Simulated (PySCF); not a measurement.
PySCF input file for C₂H₄FGa, SMILES C=[CH][GaH][F], B3LYP-D3(BJ)/def2-SVP. Geometry optimised at B3LYP-D3(BJ)/def2-SVP. The structure was generated by enumeration; whether it is a known compound was not checked. Other conformers were not sampled.

```python
import numpy as np
from pyscf import gto, scf, dft, df
from pyscf.hessian import thermo

mol = gto.M(
    atom='''
    Ga    0.30929492   -0.40027454    0.00000000
    H     1.84915847   -0.66737798    0.00000000
    F    -0.69511183   -1.85421401    0.00000000
    C    -0.65718397    1.28937546    0.00000000
    C    -0.00668763    2.46363097    0.00000000
    H    -1.75408621    1.29363171    0.00000000
    H    -0.53253684    3.42676736    0.00000000
    H     1.08855822    2.52537698    0.00000000
    ''',
    basis='def2-SVP',
    charge=0,
    spin=0,
    max_memory=1600,
    verbose=3,
)
mf = dft.RKS(mol, xc='b3lyp').density_fit(auxbasis='def2-universal-jkfit')
mf.disp = 'd3bj'
mf.grids.level = 3
mf.conv_tol = 1e-11
mf.max_cycle = 100
mf.kernel()

# [left out here: the lines that compute and print the analytic Hessian (its translational invariance restored by hand, since the grid's response is missing), thermochemistry and intensities]
```

Program output:

```
converged SCF energy = -2103.00029519752

WARN: DFTD3 does not support analytical Hessian, using finite difference


WARN: Mole.unit (angstrom) is changed to Bohr

Mode                                 0                   1                   2
Irrep
Freq [cm^-1]                       80.1366            118.8207            284.9779
Reduced mass [au]                   3.0186              5.2398              4.1878
Force const [Dyne/A]                0.0114              0.0436              0.2004
Char temp [K]                     115.2987            170.9566            410.0198
Normal mode                   x     y     z       x     y     z       x     y     z
       0  Ga                 0.00 -0.00  0.03    0.05 -0.02 -0.00    0.02  0.03  0.00
       1   H                 0.00 -0.00 -0.02    0.02 -0.17 -0.00    0.03  0.12 -0.00
       2   F                -0.00  0.00 -0.10   -0.12  0.09  0.00   -0.03  0.07 -0.00
       3   C                 0.00 -0.00  0.14    0.02 -0.04 -0.00   -0.10 -0.09  0.00
       4   C                -0.00  0.00 -0.13   -0.11  0.04  0.00    0.03 -0.17 -0.00
       5   H                 0.00 -0.00  0.36    0.02 -0.15 -0.00   -0.10 -0.04  0.00
       6   H                -0.00 -0.00 -0.14   -0.23 -0.03  0.00    0.18 -0.09  0.00
       7   H                -0.00  0.00 -0.37   -0.12  0.17  0.00    0.04 -0.33 -0.00
Mode                                 3                   4                   5
Irrep
Freq [cm^-1]                      410.8250            523.1214            570.3703
Reduced mass [au]                   1.0761              1.3953              2.6863
Force const [Dyne/A]                0.1070              0.2250              0.5149
Char temp [K]                     591.0857            752.6552            820.6359
Normal mode                   x     y     z       x     y     z       x     y     z
       0  Ga                 0.00 -0.00 -0.01    0.00 -0.00  0.03    0.03 -0.04 -0.00
       1   H                -0.00 -0.00  0.66    0.00  0.00 -0.66    0.11  0.41  0.00
       2   F                -0.00 -0.00  0.01   -0.00 -0.00 -0.03   -0.03 -0.01  0.00
       3   C                 0.00  0.00 -0.07   -0.00  0.00 -0.13   -0.14  0.12  0.00
       4   C                -0.00  0.00  0.02    0.00  0.00  0.02   -0.00  0.06 -0.00
       5   H                 0.00  0.00  0.35   -0.00  0.00  0.20   -0.14  0.23 -0.00
       6   H                -0.00  0.00  0.48    0.00  0.00  0.40    0.18  0.16 -0.00
       7   H                -0.00  0.00 -0.38    0.00 -0.00 -0.26    0.01 -0.13  0.00
Mode                                 6                   7                   8
Irrep
Freq [cm^-1]                      631.4104            690.0949            998.9536
Reduced mass [au]                   1.3155              9.6301              1.1424
Force const [Dyne/A]                0.3090              2.7021              0.6717
Char temp [K]                     908.4590            992.8929           1437.2719
Normal mode                   x     y     z       x     y     z       x     y     z
       0  Ga                 0.02  0.01 -0.00    0.03  0.05 -0.00   -0.01  0.00  0.00
       1   H                -0.13 -0.82  0.00    0.05  0.23  0.00    0.02  0.06 -0.00
       2   F                -0.01 -0.05  0.00   -0.12 -0.16  0.00    0.00 -0.00 -0.00
       3   C                -0.10  0.06  0.00    0.03 -0.02 -0.00    0.05 -0.01  0.00
       4   C                -0.00  0.01 -0.00    0.00 -0.01  0.00   -0.06  0.07 -0.00
       5   H                -0.10  0.05 -0.00    0.03 -0.04 -0.00    0.05 -0.61 -0.00
       6   H                 0.14  0.09 -0.00   -0.04 -0.03  0.00    0.42  0.33  0.00
       7   H                 0.01 -0.14  0.00    0.00  0.04  0.00   -0.02 -0.45  0.00
Mode                                 9                  10                  11
Irrep
Freq [cm^-1]                     1001.4573           1048.1964           1258.1309
Reduced mass [au]                   1.3502              1.0792              1.3631
Force const [Dyne/A]                0.7978              0.6986              1.2713
Char temp [K]                    1440.8741           1508.1213           1810.1702
Normal mode                   x     y     z       x     y     z       x     y     z
       0  Ga                 0.00  0.00  0.00    0.00 -0.00  0.00   -0.00 -0.00 -0.00
       1   H                -0.00 -0.00 -0.01   -0.00 -0.00 -0.02    0.03  0.02  0.00
       2   F                -0.00  0.00 -0.00   -0.00  0.00 -0.00    0.00  0.00 -0.00
       3   C                -0.00  0.00  0.05   -0.00  0.00  0.08   -0.09  0.06  0.00
       4   C                 0.00 -0.00 -0.14    0.00 -0.00 -0.00    0.11 -0.00 -0.00
       5   H                -0.00  0.00 -0.03   -0.00  0.00 -0.76   -0.09 -0.71  0.00
       6   H                -0.00 -0.00  0.62   -0.00 -0.00  0.34   -0.18 -0.15 -0.00
       7   H                 0.00  0.00  0.58    0.00  0.00 -0.48    0.09  0.36  0.00
Mode                                12                  13                  14
Irrep
Freq [cm^-1]                     1418.0962           1647.8046           1986.6123
Reduced mass [au]                   1.2320              3.9641              1.0225
Force const [Dyne/A]                1.4597              6.3417              2.3777
Char temp [K]                    2040.3247           2370.8239           2858.2927
Normal mode                   x     y     z       x     y     z       x     y     z
       0  Ga                -0.00  0.00 -0.00    0.00  0.00 -0.00   -0.01  0.00 -0.00
       1   H                -0.02 -0.00  0.00   -0.03 -0.00  0.00    0.97 -0.18  0.00
       2   F                -0.00  0.00  0.00   -0.00  0.00  0.00   -0.00 -0.00  0.00
       3   C                -0.04 -0.12  0.00   -0.07 -0.16  0.00   -0.00 -0.01  0.00
       4   C                 0.01  0.02 -0.00    0.09  0.17  0.00    0.00  0.00  0.00
       5   H                -0.05  0.08 -0.00   -0.09  0.06 -0.00   -0.00  0.03  0.00
       6   H                 0.53  0.34  0.00   -0.28 -0.02 -0.00    0.00  0.01 -0.00
       7   H                -0.00  0.63  0.00    0.13 -0.27  0.00    0.00  0.00 -0.00
Mode                                15                  16                  17
Irrep
Freq [cm^-1]                     3101.7682           3142.6370           3188.5028
Reduced mass [au]                   1.0586              1.0926              1.1161
Force const [Dyne/A]                6.0008              6.3577              6.6856
Char temp [K]                    4462.7539           4521.5550           4587.5457
Normal mode                   x     y     z       x     y     z       x     y     z
       0  Ga                -0.00 -0.00 -0.00   -0.00  0.00  0.00    0.00 -0.00 -0.00
       1   H                 0.00 -0.00  0.00   -0.00 -0.00 -0.00    0.00 -0.00  0.00
       2   F                 0.00 -0.00  0.00   -0.00 -0.00  0.00    0.00  0.00  0.00
       3   C                -0.01  0.01 -0.00    0.08  0.01 -0.00   -0.02 -0.00  0.00
       4   C                -0.03 -0.06 -0.00   -0.02 -0.01  0.00   -0.08  0.05  0.00
       5   H                 0.14  0.00 -0.00   -0.93  0.00  0.00    0.18 -0.00  0.00
       6   H                -0.35  0.61  0.00    0.01 -0.03  0.00    0.31 -0.57 -0.00
       7   H                 0.66  0.02  0.00    0.22  0.01  0.00    0.66  0.04  0.00
temperature 298.1500 [K]
pressure 101325.00 [Pa]
Rotational constants [GHz] 17.42622 2.67826 2.32147
Symmetry number 1
Zero-point energy (ZPE) 0.05035 [Eh]   132198.819 [J/mol]
                           tot       elec      trans        rot        vib
Entropy [J/mol/K]       323.241      0.000    168.114    106.684     48.443
Cv [J/mol/K]             77.498      0.000     12.472     12.472     52.554
Cp [J/mol/K]             85.812      0.000     20.786     12.472     52.554
Internal energy [J/mol]                      3718.434   3718.434 140031.194
Internal energy [Eh]   -2102.94413  -2103.00030
Enthalpy [J/mol]                             6197.391   3718.434 140031.194
Enthalpy [Eh]          -2102.94318
Gibbs free energy [J/mol]                  -43925.862 -28089.439 125587.994
Gibbs free energy [Eh] -2102.97989
static polarisability / bohr^3: [[45.175 -0.489  0.   ]
 [-0.497 62.459 -0.   ]
 [-0.     0.    26.843]]
largest difference of analytic and finite-field dipole derivatives / e: 0.001063836434517601
mode   freq/cm-1   IR/(km/mol)   Raman/(A^4/amu)   depolarisation
   1       80.14         1.496             5.998            0.750
   2      118.82         7.302             1.559            0.650
   3      284.98         5.887             6.247            0.529
   4      410.83         3.907             2.061            0.750
   5      523.12        86.423            10.080            0.750
   6      570.37        84.738             6.539            0.150
   7      631.41        87.967            16.679            0.455
   8      690.09        47.488             4.310            0.496
   9      998.95         8.696             3.753            0.618
  10     1001.46        28.723             0.261            0.750
  11     1048.20        11.450             0.233            0.750
  12     1258.13         5.103             8.635            0.132
  13     1418.10        14.860            26.323            0.462
  14     1647.80        12.931            11.946            0.059
  15     1986.61       145.365           171.788            0.194
  16     3101.77        15.545           114.402            0.159
  17     3142.64         3.042           153.260            0.344
  18     3188.50         9.526            95.300            0.600
max |gradient| / (hartree/bohr): 0.00021785203132860208
APT charges: [ 1.2887 -0.2997 -0.6591 -0.4012  0.0131  0.0046  0.0299  0.0237]
```

The calculation finished and met its thresholds.
